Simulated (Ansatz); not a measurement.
Start from `C#[C][Ga]([F])[F]` and change one element to get `C#CB(F)F`.

Ansatz, PBE0-D4/def2-TZVP geometries, multiplicity 1. 

Scalar relativity is left out up to krypton.

| property | `C#[C][Ga]([F])[F]` |
| --- | --- |
| LUMO energy (B3LYP/def2-TZVPP) / eV | -2.04 |
| LUMO energy (ωB97M-V/def2-TZVPP) / eV | 0.11 |
| HOMO energy (PBE/def2-TZVPP) / eV | -7.88 |
| size of the dipole moment (ωB97M-V/def2-TZVPP) / D | 3.19 |
| HOMO energy (B3LYP/def2-TZVPP) / eV | -8.89 |
| HOMO energy (ωB97M-V/def2-TZVPP) / eV | -11.43 |

Task: What does the change do to each property? (Estimate.)

Result: Computed: 
| property | `C#CB(F)F` | shift |
| --- | --- | --- |
| LUMO energy (B3LYP/def2-TZVPP) / eV | -1.73 | 0.31 |
| LUMO energy (ωB97M-V/def2-TZVPP) / eV | 0.66 | 0.55 |
| HOMO energy (PBE/def2-TZVPP) / eV | -7.62 | 0.26 |
| size of the dipole moment (ωB97M-V/def2-TZVPP) / D | 1.89 | -1.30 |
| HOMO energy (B3LYP/def2-TZVPP) / eV | -8.66 | 0.23 |
| HOMO energy (ωB97M-V/def2-TZVPP) / eV | -11.20 | 0.23 |

Dipoles are sizes alone; their direction can turn.

B3LYP here is the variant with VWN-RPA as its local correlation; programs differ in this.
